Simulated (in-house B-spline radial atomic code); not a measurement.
Configurations of Ho II (Ho+), with energies counted from [Xe] 4f11 6s1. All numbers are computed (Dirac-Hartree-Fock, average of configuration; Fermi nucleus of rms radius 5.2022 fm) with a B-spline radial code for spherical atoms, not measured. Energies include first-order Breit, QED and recoil terms.

Occupations are held fixed; configurations that lie above the ionisation limit could autoionise.

```json
{"configuration": "[Xe] 4f10 6s2", "E - E(ref) (eV)": "0.69255", "highest orbital": "6s1/2", "its <r> (bohr)": "3.583"}
{"configuration": "[Xe] 4f10 5g1 6s1", "E - E(ref) (eV)": "10.551", "highest orbital": "5g7/2", "its <r> (bohr)": "13.72"}
{"configuration": "[Xe] 4f10 6s1 10d1", "E - E(ref) (eV)": "11.757", "highest orbital": "10d5/2", "its <r> (bohr)": "40.63"}
{"configuration": "[Xe] 4f10 6s1 9g1", "E - E(ref) (eV)": "12.057", "highest orbital": "9g7/2", "its <r> (bohr)": "55.67"}
{"configuration": "[Xe] 4f10 6s1 10g1", "E - E(ref) (eV)": "12.185", "highest orbital": "10g7/2", "its <r> (bohr)": "69.91"}
{"configuration": "[Kr] 4d10 4f11 5s2 5p5 6s1 7d1", "E - E(ref) (eV)": "34.375", "highest orbital": "7d5/2", "its <r> (bohr)": "13.75"}
{"configuration": "[Kr] 4d9 4f11 5s2 5p6 6s1 9p1", "E - E(ref) (eV)": "178.2", "highest orbital": "9p3/2", "its <r> (bohr)": "23.34"}
{"configuration": "[Kr] 4d9 4f11 5s2 5p6 6s1 7g1", "E - E(ref) (eV)": "178.82", "highest orbital": "7g7/2", "its <r> (bohr)": "31.69"}
```

Question: Order these further configurations by energy, lowest first.
A. [Xe] 4f10 6s1 9p1
B. [Xe] 4f10 6s1 10p1
C. [Kr] 4d9 4f11 5s2 5p6 6s1 10g1
D. [Xe] 4f11 8p1
E. [Kr] 4d9 4f11 5s2 5p6 6s1 9g1

Answer: D (8.4236 eV), A (10.996 eV), B (11.484 eV), E (179.26 eV), C (179.39 eV).

Question: How far above the reference does [Xe] 4f11 6d1 lie?

Answer: 6.6497 eV; its least bound orbital is 6d5/2 with <r> = 8.226 bohr.

Question: How far above the reference does [Xe] 4f11 8s1 lie?

Answer: 7.9252 eV; its least bound orbital is 8s1/2 with <r> = 13.85 bohr.

Question: How far above the reference does [Kr] 4d9 4f11 5s2 5p6 6s2 lie?

Answer: 167.88 eV; its least bound orbital is 6s1/2 with <r> = 3.578 bohr.
